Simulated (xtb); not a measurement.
C2H8FNSi2, SMILES C=C[SiH2][Si@H](N)F. All values are semi-empirical tight-binding results from xtb (GFN2-xTB unless named), good for trends rather than for accurate numbers. Geometry optimised at GFN2-xTB. The structure was generated by enumeration; whether it is a known compound was not checked. The values are those of a single conformer.

Optimised geometry:

Bonded distances (Å): C1–C2 1.324, C1–H7 1.078, C1–H8 1.080, C2–Si3 1.882, C2–H9 1.085, Si3–Si4 2.300, Si3–H10 1.473, Si3–H11 1.473, Si4–N5 1.716, Si4–F6 1.631, Si4–H12 1.459, N5–H13 1.005, N5–H14 1.007. Bond angles (°): C2–C1–H7 121.5, C2–C1–H8 122.9, H7–C1–H8 115.6, C1–C2–Si3 125.1, C1–C2–H9 118.0, Si3–C2–H9 116.8, C2–Si3–Si4 110.2, C2–Si3–H10 107.9, C2–Si3–H11 107.2, Si4–Si3–H10 114.1, Si4–Si3–H11 110.8, H10–Si3–H11 106.4, Si3–Si4–N5 109.2, Si3–Si4–F6 109.2, Si3–Si4–H12 121.9, N5–Si4–F6 110.2, N5–Si4–H12 105.4, F6–Si4–H12 100.3, Si4–N5–H13 121.5, Si4–N5–H14 120.3, H13–N5–H14 110.2.

```
Item                                            Value
--------------------------------------  -------------
orbital gap                                   3.81 eV
dipole moment                                  1.46 D
zero-point energy                       58.8 kcal/mol
G − E(el) at 298.15 K (modified RRHO)   36.2 kcal/mol
static polarisability (D4 model)           92.7 bohr³
solvation energy, GFN2-xTB/ALPB(water)  -3.3 kcal/mol
solvation energy, GFN2-xTB/ALPB(dmf)    -7.2 kcal/mol
```

Computed atomic charges and the Wiberg bond orders between heavy atoms:
charges (e) C1 -0.08, C2 -0.14, Si3 0.38, Si4 0.49, N5 -0.43, F6 -0.31, H7 0.03, H8 0.03, H9 0.02, H10 -0.10, H11 -0.12, H12 -0.08, H13 0.15, H14 0.15. Bond orders C1–C2 1.99, C2–Si3 0.92, Si3–Si4 0.79, Si4–N5 1.14, Si4–F6 1.05.
